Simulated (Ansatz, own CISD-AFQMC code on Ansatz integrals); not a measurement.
CH3BSi, SMILES `B1=C[SiH2]1` (charge 0, multiplicity 1).

Cartesian coordinates (Å):
SMILES: C1[SiH2]B=1
```xyz
6

B      0.6611    -0.6319     1.1149
C      1.2327    -0.1273    -0.0009
Si    -0.7609     0.0045     0.1470
H      1.8743     0.2084    -0.7965
H     -1.3929     1.3411     0.3075
H     -1.6142    -0.7948    -0.7719
```
Charge 0, spin multiplicity 1.

Frozen-core energies in cc-pVDZ from Ansatz (a program for electronic structure) at a geometry from PBE0-D3(BJ)/def2-TZVP; the HF reference has <S^2> = 0.00 (restricted, and unstable towards unrestricted orbitals) and the T1 diagnostic is 0.016.

| level | energy (Ha) |
|---|---|
| HF | -353.08505 |
| MP2 | -353.39581 |
| CCSD | -353.42703 |
| CCSD(T) | -353.44393 |

### Question
Estimate the energies of CCSDT, phaseless AFQMC, CISD trial (own CISD-AFQMC code on Ansatz integrals; ±0.40 mHa) and CCSDT(Q), and give each level's difference from CCSDT(Q).

### Answer

```csv
level,energy (Ha),difference from CCSDT(Q) (mHa)
MP2,-353.39581,50.38
CCSD,-353.42703,19.17
CCSD(T),-353.44393,2.27
CCSDT,-353.44481,1.39
"phaseless AFQMC, CISD trial (own CISD-AFQMC code on Ansatz integrals; ±0.40 mHa)",-353.44613,0.07
CCSDT(Q),-353.44620,0.00
```
